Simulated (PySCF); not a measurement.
PySCF input file for F2HOSTa, SMILES [OH][Ta]([F])([F])=[S], multiplicity 1, C-PCM-ωB97X/def2-SVP. Geometry: PBE0-D3(BJ)/def2-SVP. The spin state was assumed, not searched. The def2 effective core potentials stand for the cores of Ta; spin–orbit coupling is left out. One conformer was computed; it need not be the lowest.

```python
import numpy as np
from pyscf import gto, scf, dft
from pyscf.solvent import pcm

mol = gto.M(
    atom='''
    Ta   -0.01213494    0.16438665    0.00000000
    S    -0.02544063   -1.99290668   -0.00000000
    F    -0.86397638    0.76296683   -1.55852028
    F    -0.86397621    0.76296682    1.55852037
    O     1.77473456    0.72896346   -0.00000009
    H     2.64659749    0.32117109   -0.00000013
    ''',
    basis='def2-SVP',
    ecp={'Ta': 'def2-svp'},
    charge=0,
    spin=0,
    max_memory=1600,
    verbose=3,
)
mf = dft.RKS(mol, xc='wb97x').density_fit(auxbasis='def2-universal-jkfit')
mf.grids.level = 3
mf.conv_tol = 1e-9
mf.max_cycle = 100
mf.kernel()
res = {}
for name, eps in {'water': 78.355, 'n-hexane': 1.8819, '2-propanol': 19.264}.items():
    s = mf.PCM()
    s.with_solvent.method, s.with_solvent.eps, s.with_solvent.lebedev_order = 'C-PCM', eps, 29
    s.kernel(mf.make_rdm1())
    res[name] = (s.e_tot, eps, s.dip_moment(), s.mo_energy, s.converged)
    print(f'{name}: electrostatic solvation free energy {(s.e_tot - mf.e_tot) * 627.509474:.3f} kcal/mol')
```

Program output:

```
converged SCF energy = -730.584743474568

WARN: PCM is an experimental feature. It is still in testing.
Features and APIs may be changed in the future.

converged SCF energy = -730.599889744893
Dipole moment(X, Y, Z, Debye):  3.08638,  2.60821, -0.00000
water: electrostatic solvation free energy -9.504 kcal/mol

WARN: PCM is an experimental feature. It is still in testing.
Features and APIs may be changed in the future.

converged SCF energy = -730.591427522245
Dipole moment(X, Y, Z, Debye):  2.73754,  2.03586, -0.00000
n-hexane: electrostatic solvation free energy -4.194 kcal/mol

WARN: PCM is an experimental feature. It is still in testing.
Features and APIs may be changed in the future.

converged SCF energy = -730.599201810458
Dipole moment(X, Y, Z, Debye):  3.05620,  2.55695, -0.00000
2-propanol: electrostatic solvation free energy -9.073 kcal/mol
```

The calculation finished and met its thresholds.
